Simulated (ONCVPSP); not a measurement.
Before and after: ONCV potential for cadmium

Cd, optimised norm-conserving Vanderbilt (ONCV), made with ONCVPSP 4.0.1 (PBE, scalar-relativistic). Core [Ar] 3d10, reference 4s2 4p6 4d10 5s1 (charge +1). Waves: 4s+5s: rc 1.65 bohr, ncon 4, nbas 8, qcut 6.4 1/bohr, 3 projectors, debl 3.1 Ha; 4p: rc 1.10 bohr, ncon 3, nbas 6, qcut 8.7 1/bohr, 2 projectors, debl 2 Ha; 4d: rc 1.80 bohr, ncon 3, nbas 8, qcut 7.7 1/bohr, 2 projectors, debl 1.9 Ha. Local part: polynomial inside 1.05 bohr (lpopt 5, dvloc0 0 Ha). Core correction: Teter function, fcfact 4.25, rcfact 1.2.

In the p channel the program set the typed energies aside and used -2.786, 0.250 Ha.

All-electron outer shells of the reference configuration (PBE, scalar-relativistic, ld1.x):

```tsv
shell	level (eV)	outermost node (bohr)	outermost maximum (bohr)
3d	-402.41	–	0.27
4s	-114.75	0.43	0.79
4p	-75.82	0.43	0.84
4d	-20.51	0.42	0.98
5s	-13.06	1.06	2.23
```

Change: d: qcut 10.6.

Cutoffs: the cutoffs (Ha) at which the residual kinetic energy of the hardest occupied pseudo-wave falls to 1 and 0.1 mHa per electron; they do not see the model core or the augmentation charge, which bear on the density cutoff. Errors are all-electron minus pseudo energies relative to the spin-unpolarised reference configuration.

Q: Predict the effect on cutoff, ghosts and configuration errors.

A: The potential gets neither clearly harder nor softer (35 Ha and 94 Ha → 35 Ha and 94 Ha); the p channel sets the loose cutoff, while the largest relative change is in d, which becomes harder; of the 4 tests that both files solve, the error grows in 1 and shrinks in 0 by more than 15 % and 0.3 meV (median size 3.1 → 3.9 meV); neither file shows a bound ghost.

```tsv
quantity	base	changed
cutoff, loose	35 Ha	35 Ha
cutoff, tight	94 Ha	94 Ha
loose cutoff by channel	s 14 Ha, p 35 Ha, d 24 Ha	s 14 Ha, p 35 Ha, d 32 Ha
bound ghosts	none	none
GHOST(+) flags under 300 eV	none	none
error for 4s2 4p6 4d10 5s2, meV [ΔE -9.27 eV]	+0.9	+0.7
error for 4s2 4p6 4d10 5s0, meV [ΔE 17.13 eV]	-5.8	-5.4
error for 4s2 4p6 4d9 5s0, meV [ΔE 55.13 eV]	+3.5	-6.9
error for 4s2 4p6 4d10 5s0 5p1, meV [ΔE 5.78 eV]	-2.7	-2.5
s: phases at 1.68 bohr within 0.05 rad from the reference energy up to (Ha; the scan ends near 5)	to the end of the scan	to the end of the scan
p: phases at 1.12 bohr within 0.05 rad from the reference energy up to (Ha; the scan ends near 5)	to the end of the scan	to the end of the scan
d: phases at 1.83 bohr within 0.05 rad from the reference energy up to (Ha; the scan ends near 5)	to the end of the scan	to the end of the scan
rms error of d²Exc/dni dnj with the model core, mHa	1.26	1.07
```
